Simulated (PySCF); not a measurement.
[Cu(H2O)2]+ (charge +1 and singlet state).
Structure used (PBE0-D3(BJ)/def2-SVP), in Å, numbered top down from 1:
```xyz
7
CuH4O2 angstrom
Cu    -0.0026    0.0012    0.0000
O      0.0706    0.1387    1.9030
H     -0.5625    0.6148    2.4565
H      0.8399   -0.0672    2.4504
O     -0.0736   -0.1363   -1.9033
H     -0.8551    0.0257   -2.4481
H      0.5833   -0.5769   -2.4585
```

The calculation used PySCF 2.14.0, PBE0-D3(BJ)/def2-SVP geometry optimisation, gas phase.

**Question.** Which atoms are bound to Cu1, and at what distances?

**Answer.** 2 atoms: O2 1.909 Å, O5 1.910 Å. The nearest atom not counted as bound is H4, at 2.59 Å (others tie with it).

**Question.** What is the shape at Cu1?

**Answer.** Linear: angle 179.9°.

**Question.** What are the other bond lengths?

**Answer.** O2–H3 and 3 like bonds 0.966 Å.

Point group: near D2h, missed by 0.13 Å at most; the miss may be what the optimiser left on a soft mode (C2h holds within 0.08 Å). Charge +1, singlet. No PBE0-D3(BJ)/def2-SVP frequencies stand behind this structure, so it isn't proved a minimum.
